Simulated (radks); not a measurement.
Question: Spherical quantum dot in the effective-mass picture: electrons in a parabolic well V = omega^2 r^2 / 2 with omega = 0.0569, with a point charge +1 (a donor) at the centre, all in effective atomic units (hartree* = m*/eps^2 hartree, bohr* = eps/m* bohr), one dielectric constant everywhere. Method: non-relativistic Kohn-Sham, LDA (Slater exchange, Perdew-Wang correlation), spin-polarised, spherical densities; computed with a radial shooting solver with Libxc functionals. Levels are named by radial order and angular momentum (1s, 1p, 1d, 2s, ...), and open shells are averaged over m. At N = 7 the configuration is 1s2 1p(up 3, down 0) 2s2. Does electron 8 go into 1p down or 1d down or 1d up?

Answer: Into 1p down. The total energies of the other choices lie higher by 0.0110 hartree* (1d up), 0.0219 hartree* (1d down).
